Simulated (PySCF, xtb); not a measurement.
H₃InOSe₂, SMILES [SeH][In]([OH])[SeH]. One conformer was computed; it need not be the lowest.

Harmonic wavenumbers (cm⁻¹) from xtb with GFN2-xTB at its own minimum, in rising order: 47, 48, 71, 106, 152, 170, 216, 241, 415, 493, 534, 600, 1986, 2029, 3652.

Question: What does PySCF with PBE-D3(BJ)/def2-SVP give at its own minimum? (The exact figures need the calculation; the answer reports its results.)

Answer: 51, 89, 102, 108, 189, 200, 221, 256, 558, 571, 592, 795, 2353, 2356, 3708. Paired by order, the mean absolute difference is 93 cm⁻¹ and the zero-point energies are 15.4 and 17.4 kcal/mol.
